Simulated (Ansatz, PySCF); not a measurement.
A series of gas-phase deprotonation energy values:

A. N[SiH2]N[SiH3] -> N[SiH2]N[SiH2-] + H+
B. N[SiH](N)N → N[Si-](N)N + H+
C. C[SiH](C)[SiH3] → C[SiH](C)[SiH2-] + H+
D. C[SiH](C)C [trimethylsilane] → C[Si-](C)C + H+
E. F[SiH3] -> F[SiH2-] + H+

Quantity: gas-phase deprotonation energy (enthalpy at 298 K, with B3LYP-D3(BJ) rigid-rotor harmonic-oscillator terms), kcal/mol. Structures are relaxed separately at B3LYP-D3(BJ)/def2-TZVP in Ansatz (a quantum-chemistry and plane-wave program), one conformer each, not searched for the lowest. Frequencies are from Ansatz or PySCF. Valence correlation only, unless marked. Spin-orbit coupling is left out. Non-relativistic. CBS marks a two-point X^-3 extrapolation of the correlation energy; Hartree-Fock from the larger set. Anions need diffuse functions, which plain sets lack and def2-D sets hold few of.

```json
[
 {"": "A", "PBE0-D3(BJ)/def2-TZVPD (Ansatz + dftd3)": "372.7", "HSE06/def2-TZVPD (Ansatz)": "372.6", "MP2/aug-cc-pV(D+d)Z (Ansatz)": "370.9", "CCSD(T)/CBS(aug-cc-pV(T+d)Z,aug-cc-pV(Q+d)Z) (Ansatz)": "(withheld)"},
 {"": "B", "PBE0-D3(BJ)/def2-TZVPD (Ansatz + dftd3)": "391.8", "HSE06/def2-TZVPD (Ansatz)": "391.5", "MP2/aug-cc-pV(D+d)Z (Ansatz)": "385.8", "CCSD(T)/CBS(aug-cc-pV(T+d)Z,aug-cc-pV(Q+d)Z) (Ansatz)": "(withheld)"},
 {"": "C", "PBE0-D3(BJ)/def2-TZVPD (Ansatz + dftd3)": "363.1", "HSE06/def2-TZVPD (Ansatz)": "362.8", "MP2/aug-cc-pV(D+d)Z (Ansatz)": "361.2", "CCSD(T)/CBS(aug-cc-pV(T+d)Z,aug-cc-pV(Q+d)Z) (Ansatz)": "(withheld)"},
 {"": "D", "PBE0-D3(BJ)/def2-TZVPD (Ansatz + dftd3)": "387.8", "HSE06/def2-TZVPD (Ansatz)": "387.5", "MP2/aug-cc-pV(D+d)Z (Ansatz)": "383.4", "CCSD(T)/CBS(aug-cc-pV(T+d)Z,aug-cc-pV(Q+d)Z) (Ansatz)": "(withheld)"},
 {"": "E", "PBE0-D3(BJ)/def2-TZVPD (Ansatz + dftd3)": "372.6", "HSE06/def2-TZVPD (Ansatz)": "372.3", "MP2/aug-cc-pV(D+d)Z (Ansatz)": "371.3", "CCSD(T)/CBS(aug-cc-pV(T+d)Z,aug-cc-pV(Q+d)Z) (Ansatz)": "(withheld)"}
]
```

Question: Fill in the missing entries.

Answer: 
- A, CCSD(T)/CBS(aug-cc-pV(T+d)Z,aug-cc-pV(Q+d)Z) (Ansatz): 374.3
- B, CCSD(T)/CBS(aug-cc-pV(T+d)Z,aug-cc-pV(Q+d)Z) (Ansatz): 392.1
- C, CCSD(T)/CBS(aug-cc-pV(T+d)Z,aug-cc-pV(Q+d)Z) (Ansatz): 363.7
- D, CCSD(T)/CBS(aug-cc-pV(T+d)Z,aug-cc-pV(Q+d)Z) (Ansatz): 387.2
- E, CCSD(T)/CBS(aug-cc-pV(T+d)Z,aug-cc-pV(Q+d)Z) (Ansatz): 374.6
